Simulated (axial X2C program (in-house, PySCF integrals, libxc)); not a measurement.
**Outer orbitals of FeCl⁺ at 2.052 Å, HF**

Computed with an in-house relativistic program for diatomic molecules. Spin-free means the one-electron spin-free X2C Hamiltonian; two-component (2c) means X2C with spin–orbit coupling and atomic mean-field two-electron Coulomb and Gaunt terms, so the difference of the two also holds small scalar two-electron terms. Basis: Fe dyall-cv3z [9s10p6d3f2g], Cl dyall-av3z [9s8p3d2f] (cores contracted in-house); Gaussian nuclei, density fitting, unrestricted open shells. Masses: Fe 55.935 u, Cl 34.969 u.

The distance is close to the 2c PBE0 minimum; the highest filled and lowest empty levels are listed.

Spin-free orbitals, state M_S = 2, Λ = 2 (beyond evenly filled blocks: σα, π+α, π-α, δ+α, δ+β, δ-α) (Löwdin shares):

```
symmetry  occupied  ε (eV)             atomic character
      σα       yes  -34.48  77% Cl s, 11% Fe d, 8% Fe p
      σβ       yes  -34.31   80% Cl s, 8% Fe p, 7% Fe d
     π-α       yes  -27.42                     98% Fe d
     π+α       yes  -27.42                     98% Fe d
      σα       yes  -27.31   90% Fe d, 5% Cl s, 3% Cl p
     δ-α       yes  -25.88                    100% Fe d
     δ+α       yes  -25.88                    100% Fe d
     δ+β       yes  -21.20                    100% Fe d
      σβ       yes  -19.23   81% Cl p, 6% Fe s, 6% Fe d
      σα       yes  -18.48  78% Cl p, 13% Fe s, 4% Fe p
     π+β       yes  -17.55   88% Cl p, 8% Fe d, 4% Fe p
     π-β       yes  -17.55   89% Cl p, 7% Fe d, 4% Fe p
     π-α       yes  -17.44   90% Cl p, 5% Fe d, 4% Fe p
     π+α       yes  -17.44   90% Cl p, 5% Fe d, 4% Fe p
      σα        no   -7.21  51% Fe s, 34% Fe p, 9% Cl p
      σβ        no   -6.62  58% Fe s, 27% Fe p, 8% Cl p
     π-α        no   -3.86   84% Fe p, 6% Fe d, 5% Cl d
     π+α        no   -3.86   84% Fe p, 6% Fe d, 5% Cl d
```

Spinors with spin–orbit coupling (state Ω = 4):

```csv
ω,occupied,ε (eV),atomic character,λ mixture
1/2,yes,-34.48,"77% Cl s, 11% Fe d, 8% Fe p",100% σ
-1/2,yes,-34.31,"80% Cl s, 8% Fe p, 7% Fe d",100% σ
-1/2,yes,-27.45,98% Fe d,100% π
3/2,yes,-27.38,98% Fe d,100% π
1/2,yes,-27.31,"90% Fe d, 5% Cl s, 3% Cl p",100% σ
-3/2,yes,-25.95,100% Fe d,100% δ
5/2,yes,-25.81,100% Fe d,100% δ
3/2,yes,-21.27,100% Fe d,100% δ
-1/2,yes,-19.23,"81% Cl p, 6% Fe s, 6% Fe d",100% σ
1/2,yes,-18.48,"78% Cl p, 13% Fe s, 4% Fe p","99% σ, 1% π"
1/2,yes,-17.59,"88% Cl p, 7% Fe d, 4% Fe p","99% π, 1% σ"
-3/2,yes,-17.50,"89% Cl p, 7% Fe d, 4% Fe p",100% π
-1/2,yes,-17.48,"90% Cl p, 4% Fe d, 4% Fe p",100% π
3/2,yes,-17.39,"90% Cl p, 5% Fe d, 5% Fe p",100% π
1/2,no,-7.20,"51% Fe s, 34% Fe p, 9% Cl p",100% σ
-1/2,no,-6.62,"58% Fe s, 27% Fe p, 8% Cl p",100% σ
-1/2,no,-3.87,"84% Fe p, 6% Fe d, 5% Cl d",100% π
3/2,no,-3.85,"84% Fe p, 6% Fe d, 5% Cl d",100% π
```

How does the gap between the highest filled and lowest empty level change from the spin-free to the 2c table?

From 10.23 to 10.19 eV at HF, a change of -0.04 eV.

Mulliken charges and populations of the two-component result (they depend on the basis, above all on diffuse functions):

Fe 1.50 e (s 6.23 p 12.14 d 6.12), Cl -0.50 e (s 6.00 p 11.45 d 0.05). ⟨Lz⟩ = 2.00 ħ and ⟨Sz⟩ = 2.00 ħ (1.99 and 0.01 on the two atoms), which add up to Ω.

The state is a single determinant with fixed occupations, the lowest that a limited PBE0 search found. PBE0 can misorder states that lie within some tenths of an eV, so this need not be the ground state of the molecule. The nearest other spin-free determinant of the search, M_S = 2, Λ = 1, lies 0.23 eV up at the distance of the search. With several unpaired electrons one determinant need not be a pure state. Open-shell Ω = 0 determinants with evenly filled partner blocks cannot be reached by this program, so the Ω shown need not be the lowest component. The stretched end of a curve changes character and is left out.
